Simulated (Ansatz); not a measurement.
`CC(C)B(O)O` + `CCS` → `CCSB(O)O` + propane  (ligand exchange at a B–C bond)

Gas-phase electronic energies from Ansatz, PBE0-D4/def2-TZVP geometries. CCSD(T)/CBS adds triple-zeta CCSD(T) − MP2 to the extrapolated MP2 energy (def2 sets, frozen cores). Functionals use def2-TZVPP. B3LYP here is the variant with VWN-RPA as its local correlation; programs differ in this. One conformer a species, not always the lowest.

`CC(C)B(O)O`:

```xyz
15

C     0.995    0.723   -1.046
C    -0.274    0.319   -0.292
C    -0.448    1.147    0.976
B    -0.304   -1.243   -0.041
O    -0.434   -1.820    1.195
O    -0.194   -2.079   -1.111
H     0.979    1.787   -1.302
H     1.108    0.152   -1.969
H     1.888    0.548   -0.437
H    -1.125    0.527   -0.955
H    -0.462    2.218    0.755
H     0.379    0.983    1.677
H    -1.384    0.917    1.496
H    -0.503   -1.175    1.902
H    -0.222   -3.004   -0.850
```

`CCS`:

Cartesian coordinates in Å:
```
C 0.913 0.110 0.286
C -0.279 -0.250 -0.575
S -1.792 0.660 -0.163
H 1.123 1.180 0.234
H 1.803 -0.435 -0.043
H 0.733 -0.145 1.333
H -0.094 0.004 -1.621
H -0.487 -1.321 -0.541
H -1.920 0.197 1.091
```

`CCSB(O)O`:

Z-matrix (Å, degrees):
```
C
C 1 1.514
H 1 1.092 2 111.1
H 1 1.091 2 110.7 3 -120.5
H 1 1.094 2 110.2 3 120.0
S 2 1.819 1 113.4 3 57.2
H 2 1.090 1 111.4 3 179.1
H 2 1.092 1 111.2 3 -60.5
B 6 1.815 2 102.3 1 79.6
O 9 1.367 6 120.7 2 -178.2
O 9 1.361 6 120.5 2 2.3
H 10 0.959 9 114.3 6 0.8
H 11 0.962 9 111.5 6 179.0
```

`CCC`:

```xyz
11

C     1.140   -0.520    0.284
C    -0.089   -0.233   -0.562
C    -1.075    0.692    0.131
H     0.864   -0.993    1.231
H     1.676    0.403    0.524
H     1.838   -1.186   -0.229
H     0.219    0.209   -1.515
H    -0.587   -1.175   -0.813
H    -1.951    0.887   -0.491
H    -0.612    1.655    0.366
H    -1.424    0.260    1.073
```

```csv
level,ΔE (kcal/mol),difference from CCSD(T)/CBS
PBE-D4,-16.6,-1.0
r2SCAN-D4,-17.0,-1.4
PBE0-D4,-16.4,-0.8
B3LYP-D4,-16.3,-0.7
ωB97X-V,-15.7,-0.1
ωB97M-V,-15.3,0.3
B2PLYP,-16.4,-0.8
PBE,-16.6,-1.0
r2SCAN,-17.0,-1.4
PBE0,-16.5,-0.9
B3LYP,-16.3,-0.7
HF/def2-TZVPP,-16.4,-0.8
MP2/def2-TZVPP,-16.3,-0.7
SCS-MP2/def2-TZVPP,-16.0,-0.4
CCSD/def2-TZVPP,-15.0,0.6
CCSD(T)/def2-TZVPP,-15.3,0.3
HF/def2-QZVPP,-16.3,-0.7
MP2/def2-QZVPP,-16.5,-0.9
SCS-MP2/def2-QZVPP,-16.1,-0.5
HF/CBS(def2),-16.3,-0.7
MP2/CBS(def2),-16.6,-1.0
CCSD/CBS(def2),-15.3,0.3
CCSD(T)/CBS,-15.6,0
```

Largest T1 diagnostic among the species: 0.012.
